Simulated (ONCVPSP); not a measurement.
## Cutoff test, iron (Fe), ONCV

iron (Fe), optimised norm-conserving Vanderbilt (ONCV), made with ONCVPSP 4.0.1 (PBE, fully relativistic). Core [Ne], reference 3s2 3p6 3d6 4s1.75 4p0.25. Waves: 3s+4s: rc 1.20 bohr, ncon 4, nbas 7, qcut 12 1/bohr, 2 projectors; 3p+4p: rc 1.50 bohr, ncon 3, nbas 7, qcut 10.9 1/bohr, 3 projectors, debl 3.1 Ha; 3d: rc 1.50 bohr, ncon 4, nbas 9, qcut 11.2 1/bohr, 1 projector; f scattering state at 0.46 Ha: rc 1.50 bohr, ncon 5, nbas 10, qcut 7.6 1/bohr, 1 projector. Local part: polynomial inside 0.90 bohr (lpopt 2, dvloc0 6 Ha). Core correction: Teter function, fcfact 5.5, rcfact 1.8.

Open shells are filled in proportion to 2j + 1.

Question: For each optimised wave give the share of its norm inside rc, the residual kinetic energy above qcut (Ha) and the cutoffs (Ha) for errors of 10, 1, 0.1 and 0.01 mHa per electron.

Answer:

```csv
wave,norm inside rc,residual KE,10 mHa,1 mHa,0.1 mHa,0.01 mHa
3s,0.894,1.9e-07,34.0,44.5,52.8,59.8
4s,0.032,3.3e-08,22.2,36.7,47.6,56.6
3p j=3/2,0.948,9.5e-10,25.6,32.9,39.3,44.9
4p j=3/2,0.019,7.0e-11,14.5,23.1,30.9,37.7
p projector 3 j=3/2,0.091,1.3e-09,22.0,30.0,37.2,43.4
3p j=1/2,0.951,1.2e-09,26.0,33.3,39.7,45.3
4p j=1/2,0.020,1.0e-10,14.9,23.6,31.5,38.3
p projector 3 j=1/2,0.092,1.8e-09,22.4,30.6,37.8,44.1
3d j=5/2,0.779,5.2e-07,38.6,46.1,52.1,56.8
3d j=3/2,0.782,5.3e-07,38.6,46.2,52.1,56.8
f projector 1 j=7/2,0.002,9.1e-07,1.6,4.4,12.1,21.0
f projector 1 j=5/2,0.002,9.1e-07,1.6,4.4,12.1,21.0
```

The occupied waves need 46 Ha and 53 Ha for 1 and 0.1 mHa. Rows with under 1 % of the norm inside rc give no meaningful cutoff. 1 of 4 tests not solved or not reliable.
